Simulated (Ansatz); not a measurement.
H5OSbSeSi (`[OH][SbH][SiH2][SeH]`), 9 atoms. Total charge 0; spin multiplicity 1. Correlated methods include outer-core shells of Sb, Se, which these sets cover unevenly. Scalar relativity is left out up to krypton. Sb: def2 effective core potential. All runs use 4 threads of an AMD EPYC 9R45 on a shared host. Correlated methods freeze the cores.

**Question.** Give the basis size and wall time and peak host memory of each of these runs in Ansatz. RKS PBE0-D4/def2-TZVP relaxation (17 steps); RKS HSE06 (plane-wave form)-D4/def2-TZVPP energy; RKS ωB97M-V/def2-SVP energy; RHF-CCSD(T)/def2-TZVPP energy; RKS ωB97M-V/def2-QZVPP energy; RKS r2SCAN0-D4/def2-TZVPP energy; RKS PBE0-D4/def2-TZVPP energy; RKS BHLYP-D4/def2-TZVPP energy; RHF-MP2/def2-QZVPP energy; RKS PBE0-D4/def2-SVP energy; direct RPA on PBE orbitals/def2-TZVPP energy; RKS PBE0-D4/def2-QZVPP energy. (An estimate is asked.)

**Answer.** Computed: Other jobs shared the machine, so times are rough.

```tsv
level	job	functions	wall time	peak host memory (GiB)
RKS PBE0-D4/def2-SVP	energy	115	0.8 s	0.45
RKS PBE0-D4/def2-TZVPP	energy	241	1.8 s	0.86
RKS BHLYP-D4/def2-TZVPP	energy	241	1.8 s	0.9
RKS HSE06 (plane-wave form)-D4/def2-TZVPP	energy	241	1.9 s	0.9
RKS r2SCAN0-D4/def2-TZVPP	energy	241	2.4 s	0.89
RKS ωB97M-V/def2-SVP	energy	115	2.7 s	0.45
direct RPA on PBE orbitals/def2-TZVPP	energy	241	2.8 s	0.66
RKS PBE0-D4/def2-QZVPP	energy	448	4.8 s	2.1
RKS ωB97M-V/def2-QZVPP	energy	448	11 s	2.4
RHF-MP2/def2-QZVPP	energy	448	11 s	2.6
RKS PBE0-D4/def2-TZVP	relaxation (17 steps)	196	33 s	0.67
RHF-CCSD(T)/def2-TZVPP	energy	241	98 s	5.1
```
